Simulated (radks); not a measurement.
Values are calculated unless marked as measured or tabulated.
Problem. Coherent X-ray form factor from a spherical all-electron density. Code: a radial shooting solver on a logarithmic mesh with Libxc functionals. Model: scalar-relativistic Kohn-Sham, LDA (Slater exchange, Perdew-Wang correlation), spin-unpolarised, spherical densities, finite nucleus; Fermi nuclear charge, rms radius of each element as measured or else 0.836 A^(1/3) + 0.57 fm.

sin(theta)/lambda (1/angstrom)  f0 (electrons)
0.05                                    10.834
0.1                                     10.392
0.15                                     9.795
0.2                                      9.152
0.25                                     8.520
0.3                                      7.912
0.4                                      6.749
0.5                                      5.656
0.6                                      4.681
0.8                                      3.213
1                                        2.337
1.25                                     1.767
1.5                                      1.485
2                                        1.191

The species is in the configuration that NIST lists as its ground one. Which atom or ion scatters so?

Solution. The aluminium ion Al2+, [Ne] 3s1. Extrapolating in s^2 from the first two rows gives f0(0) = 11.0, near the electron count 11; among species with that count, the fall with angle is slower the higher Z, and the table is that of Z = 13; from so few rows the species is fixed only to a neighbour or two.
